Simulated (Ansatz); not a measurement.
The cluster Na5⁻, relaxed as a singlet with RKS PBE0/def2-SVPD in Ansatz, starting from the GFN2-xTB geometry. Force threshold 0.02 eV/Å.

The structure comes from a short search, and lower isomers may exist.

Start:

| atom | x (Å) | y (Å) | z (Å) |
| --- | --- | --- | --- |
| Na1 | 2.5667 | 0.8582 | 0.1194 |
| Na2 | -1.8319 | -0.7402 | -1.8747 |
| Na3 | -1.8664 | -1.5876 | 1.2450 |
| Na4 | 0.4366 | 1.6165 | -2.1516 |
| Na5 | 0.6951 | -0.1469 | 2.6619 |

(1) Estimate the energy that the relaxation releases and the steps that it takes.

(2) Does the start keep its bonding and symmetry?

(3) Predict the relaxed structure.

## Answers

(1) 12.4 kJ/mol, in 14 steps; 28 s on 4 threads of Arm Neoverse V1 on a shared host. The force fell under the threshold at step 3, but the optimiser went on and released 0.076 eV more. No frequencies were taken in this run, so the end may be a saddle point.

(2) Bonds formed: Na1–Na3, Na3–Na4 (atoms count from 1). Metal–metal contacts that move far: Na2–Na4 3.28 to 3.83 Å. The end is the same structure that another start reached, the lowest one found.

(3) 
Cartesian coordinates in Å:
```
Na 2.301 1.166 0.490
Na -2.793 -0.839 -2.218
Na -0.896 -0.742 0.583
Na 0.496 1.119 -2.331
Na 0.891 -0.703 3.477
```
Bond lengths (bridged metal pairs left out): 7 × Na–Na 3.35 to 3.83 Å.
